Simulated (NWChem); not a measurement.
System: C₃H₂BrF; SMILES C(=C)=C(Br)F

```xyz
7

C      1.0352     2.6982     0.0000
C      0.2677     1.6397     0.0000
C     -0.4795     0.5682     0.0000
F     -1.8035     0.5856     0.0000
Br     0.2279    -1.1729     0.0000
H      1.3691     3.1621    -0.9361
H      1.3691     3.1621     0.9361
```
Atoms are numbered in this order, from 1.

Program: NWChem. Pople sets run with spherical d functions. STO-3G and 3-21G are far too small for this property and stand as cheap habits. Structure relaxed at the PBE0/def2-SVP level. Field at 589 nm.

Q: Order these by “anisotropy (bohr³)”, lowest first: B3LYP/6-31G*; B3LYP/STO-3G; B3LYP/def2-SVPD.

A: B3LYP/STO-3G (43.9), B3LYP/def2-SVPD (55.6), B3LYP/6-31G* (57.6)
